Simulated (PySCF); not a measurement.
# Spinor energies of V³⁺ (vanadium, charge +3)

Start: [Ar] 3d1 4s1; 3d5/2 filled at m_j = +5/2; 4s1/2 filled at m_j = +1/2. Calculated with PySCF 2.14 in x2c-TZVPall-2c (6s7p4d1f, 54 functions): generalised Hartree-Fock with the X2C-1e Hamiltonian and a Gaussian nucleus; one run each with spin-orbit coupling (SO) switched off, then screened by Boettger's factors. This is a chosen level, not necessarily the ground level.

```
spinor shell  electrons  ε, spin-free (eV)  ε, screened SO (eV)  weight of nominal j (screened SO)  rms radius, screened SO (bohr)
       1s1/2          2            -5564.9              -5564.9                              1.000                          0.0768
       2s1/2          2            -703.72              -703.72                              1.000                           0.332
       2p1/2          2            -592.04              -596.78                              0.997                           0.301
       2p3/2          4            -592.04              -589.73                              0.998                           0.303
       3s1/2          2            -130.33              -130.34                              1.000                           0.988
       3p1/2          2            -96.472              -97.047                              0.752                            1.05
       3d5/2          1            -54.311              -54.276                              1.000                            1.21
       4s1/2          1            -33.435              -33.436                              1.000                            2.85
```

Problem. Where does 3p3/2 lie, and what is the 3p spin-orbit splitting (screened SO)?

Solution. At -96.196 eV, 0.851 eV above 3p1/2.

```json
{"quantity": "E (hartree)", "spin-free": "-945.92175", "screened SO": "-945.92932"}
{"quantity": "M_J", "spin-free": "3", "screened SO": "3"}
{"quantity": "⟨J²⟩", "spin-free": "12.005", "screened SO": "12.005"}
{"quantity": "⟨L²⟩", "spin-free": "6.004", "screened SO": "6.005"}
{"quantity": "⟨S²⟩", "spin-free": "2.001", "screened SO": "2.001"}
```

Each row is a mean over spinors that exchange with the open shell spreads, by up to 6.289 eV (3p3/2).

Rows whose weight is well below 1 are mixtures of j = l ± 1/2: exchange outweighs spin-orbit coupling there, and the label is only the starting occupation.

Without spin-orbit coupling the j labels of p, d and f shells carry no meaning; the spin-free column gives the mean over the occupied spinors of each nl shell.
